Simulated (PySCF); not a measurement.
# Do core-level shifts follow atomic charges?

Species: C6H11B.
SMILES with atom numbers: `[BH2:1]/[C:2](=[CH:3]\[CH3:4])[C:5](=[CH2:6])[CH3:7]`

Binding energies: delta-SCF UKS SCAN, pcX-2 on the ionised atom, pcseg-1 elsewhere, spin-free X2C in PySCF 2.14.0. Charges: PBE0/pcSseg-1 ground-state density, for the ionised atom.

| atom | environment | C 1s (eV) | Mulliken (e) | IAO (e) | Hirshfeld (e) | ESP (e) |
| --- | --- | --- | --- | --- | --- | --- |
| C6 | terminal =CH2 carbon | 289.37 | -0.107 | -0.320 | -0.108 | -0.624 |
| C2 | fully substituted alkene carbon | 289.87 | -0.274 | -0.152 | -0.084 | -0.433 |
| C3 | alkene CH carbon | 290.21 | -0.215 | -0.057 | +0.007 | +0.203 |
| C5 | fully substituted alkene carbon | 290.40 | -0.349 | +0.029 | +0.006 | +0.357 |
| C7 | allylic carbon | 290.62 | -0.170 | -0.417 | -0.117 | -0.488 |
| C4 | allylic carbon | 290.77 | -0.210 | -0.418 | -0.111 | -0.536 |

Question: How well does each charge scheme correlate with the binding energies over these sites?

Answer: ESP: r = 0.22, slope 0.3 eV per e; Hirshfeld: r = 0.06, slope 0.6 eV per e; IAO: r = -0.17, slope -0.5 eV per e; Mulliken: r = -0.35, slope -2.1 eV per e. On 6 points no scheme stands out.

Question: The point-charge model writes a binding energy as kq + V + constant, with V the potential of the other atoms' charges at the site. What does it give with the IAO charges?

Answer: V = Σ 14.40 eV Å × q/r over all other atoms: +3.27 eV at C6, -0.23 eV at C2, -0.91 eV at C3, -3.60 eV at C5, +5.12 eV at C7, +5.57 eV at C4. Fitting binding energy − V to q gives k = 18.7 eV per e and leaves an rms residual of 0.52 eV, against 0.46 eV for the fit on q alone. The model has no term for differences in relaxation between sites.

Spin contamination (⟨S²⟩ against 0.75 for a pure doublet) is marked for C 1s of C3 (0.90) and C 1s of C5 (0.88), which makes these values less certain. The structure is a single PBE0-D3(BJ)/def2-SVP conformer in the gas phase; no vibrational or solvent corrections.

Shape of the structure used: `[BH2:1]/[C:2](=[CH:3]\[CH3:4])[C:5](=[CH2:6])[CH3:7]`: B1–C2–C5–C6 5°.
